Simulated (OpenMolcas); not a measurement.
## Pr3+: moving or changing the point charges

Pr3+ among 6 point charges of -1 e arranged as a trigonal antiprism (D3d), 2.22 Å from the ion, with a polar angle of 49.8° against the regular 54.74°.

```json
{"Program": "OpenMolcas 26.06", "Method": "SS-CASPT2, IPEA 0.25 Eh, imaginary shift 0.1 Eh (closed shells correlated: 5s 5p)", "Basis": "ANO-RCC-VDZP [7s6p4d2f1g]", "Scalar Hamiltonian": "DKH2, point nucleus", "Active space": "2 electrons in 7 orbitals (4f)", "State averaging": "2S+1 = 3 even, 21 roots; 2S+1 = 1 even, 27 roots kept (CI in the orbitals of an earlier block)", "Spin-orbit coupling": "RASSI with atomic mean-field integrals over the reference wave functions"}
```

Runs around this geometry, states (labels of D3, the rotations of D3d). Energies in cm-1 above the lowest state or level, χT in cm3 K/mol.

```tsv
R (Å)	q (e)	Ground state	First state of that spin	First gap with spin-orbit (degeneracies)	Width of lowest J	χT at 300 K
2.22	-0.5	3E	3E 15	51 (2, 1)	511	1.602
2.22	-1	3E	3E 27	44 (2, 1)	963	1.540
2.48	-1	3E	3E 90	130 (2, 1)	706	1.584
2.58	-1	3E	3E 110	140 (2, 1)	646	1.592
```

Taking the width of the lowest J multiplet as R^-n, n = -ln(646 / 963) / ln(2.58 / 2.22) = 2.7 between the shortest and longest distance.

Scaling the charges by -0.5 / -1 = 0.50 scales the width of the lowest J multiplet by 511 / 963 = 0.53; with fixed orbitals a first-order splitting would follow the charge.

Roots that are degenerate in the reference are averaged as groups; the widest CASPT2 spread within a group is 55 cm-1 (the 2-fold group of multiplicity 3 near 0 cm-1 above the lowest state of its run, R = 2.48, q = -1). Shifts and gaps below about the spread of the groups concerned are not significant. This is an electrostatic model: the charges have no orbitals. No measured value stands beside these numbers.
